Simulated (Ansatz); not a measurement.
Ansatz (a quantum-chemistry and plane-wave program) input (CCSD(T)/aug-cc-pV(Q+d)Z):
A basis named .json is the Basis Set Exchange file of that set.

Ansatz 0.2 input:
```yaml
crystal:
  periodic: [false, false, false]
  atoms:
    - {symbol: Si, position_ang: [0.08385509, -0.03276218, 0.36798897]}
    - {symbol: C, position_ang: [1.64369678, -0.33373973, -0.63379345]}
    - {symbol: C, position_ang: [-1.22408655, -1.30840684, -0.06707536]}
    - {symbol: C, position_ang: [-0.56765736, 1.69998858, 0.05117999]}
    - {symbol: H, position_ang: [0.41343626, -0.16152953, 1.81432021]}
    - {symbol: H, position_ang: [2.42145020, 0.39046200, -0.38204617]}
    - {symbol: H, position_ang: [2.04551198, -1.33245170, -0.44977123]}
    - {symbol: H, position_ang: [1.44123335, -0.24748271, -1.70429325]}
    - {symbol: H, position_ang: [-0.86734399, -2.32243754, 0.12585391]}
    - {symbol: H, position_ang: [-1.49306834, -1.24475726, -1.12443011]}
    - {symbol: H, position_ang: [-2.13379065, -1.15771753, 0.51813949]}
    - {symbol: H, position_ang: [-0.82141324, 1.83341802, -1.00343181]}
    - {symbol: H, position_ang: [-1.46704444, 1.89796051, 0.63825345]}
    - {symbol: H, position_ang: [0.17534046, 2.45615419, 0.31369293]}
basis:
  gaussian:
    orbitals: aug-cc-pV_Q+d_Z.json
magnetization: {spin_polarized: false}
correlation: {method: ccsd_t, electrons: outside_noble_gas}
```

End of the output:

```
mean field -11114.78662510 eV, -408.4608745993 hartree, gradient 8.2e-7 eV, S^2 0.000000; 0 other end points of the search recorded, 0 dependent functions left out
8 core orbitals not correlated
reference -11114.78662510 eV, -408.4608745993 hartree; 13, 13 occupied and 768, 768 virtual orbitals, 4638 factors
second order -19.55435783 eV of doubles, -0.00000000 eV of singles
coupled cluster: 63.82 GiB planned
cycle   1  -20.31242662 eV  change   -7.6e-1 eV  update   8.2e-2
cycle   2  -20.79328155 eV  change   -4.8e-1 eV  update   2.4e-2
cycle   3  -20.85422679 eV  change   -6.1e-2 eV  update   8.6e-3
cycle   4  -20.85002316 eV  change    4.2e-3 eV  update   2.0e-3
cycle   5  -20.85002442 eV  change   -1.3e-6 eV  update   6.6e-4
cycle   6  -20.85001631 eV  change    8.1e-6 eV  update   2.1e-4
cycle   7  -20.84991004 eV  change    1.1e-4 eV  update   7.0e-5
cycle   8  -20.84991156 eV  change   -1.5e-6 eV  update   2.3e-5
perturbative correction -0.81215120 eV, -0.0298460059 hartree
Total energy: -11136.44868785 eV, -409.2569407226 hartree
```
